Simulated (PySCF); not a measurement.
# Working out the ionisation energy of Os²⁺

Os²⁺ [Xe] 4f14 5d6 (5D) → Os³⁺ [Xe] 4f14 5d5 (6S). Computed with PySCF 2.14 in def2-QZVPPD with the def2 core potential (60 electrons) (7s5p4d4f2g, 88 functions), with scalar relativity through the core potential. Frozen: 5s2 5p6. Energies in hartree (1 hartree = 27.21139 eV):

```
            part  Os²⁺ (lower)  Os³⁺ (upper)
             UHF    -89.012031    -88.094925
CCSD correlation     -0.107714     -0.060064
             (T)     -0.003042     -0.000643
```

Question: What does Hartree-Fock give?

Answer: (-88.094925) − (-89.012031) = 0.917106 hartree = 24.956 eV.

Question: What do CCSD and CCSD(T) give?

Answer: The CCSD correlation energies differ by 0.047650 hartree = 1.297 eV and the triples by 0.002399 hartree = 0.065 eV, so CCSD gives 26.253 eV and CCSD(T) 26.318 eV.

Reference: 25 ± 1.6 eV (theoretical estimate listed by NIST; NIST Atomic Spectra Database, ionization energies), between the lowest levels; spin-orbit coupling is absent from the calculation.

What remains against the reference includes basis incompleteness, the frozen core and higher excitations.
